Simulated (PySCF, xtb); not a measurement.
Zn(Et)(OH) cation (C2H6OZn), SMILES C[CH2][Zn][OH] (connectivity only; charge and spin as stated), charge +1, multiplicity 2. One conformer was computed; it need not be the lowest.

Harmonic wavenumbers (cm⁻¹) from GFN2-xTB (xtb) at its own minimum, in rising order: 29, 74, 168, 183, 323, 328, 460, 563, 729, 821, 838, 1007, 1124, 1156, 1285, 1295, 1353, 1417, 2805, 2938, 2949, 2968, 2994, 3538.

Task: What does ωB97X-D3(BJ)/def2-SVP in PySCF 2.14.0 give at its own minimum? (The exact figures need the calculation; the answer reports its results.)

Result: 58, 62, 100, 109, 181, 344, 430, 688, 744, 766, 805, 1073, 1101, 1196, 1306, 1374, 1438, 1486, 2912, 3093, 3102, 3176, 3202, 3880. Paired by order, the mean absolute difference is 90 cm⁻¹ and the zero-point energies are 44.8 and 46.6 kcal/mol.
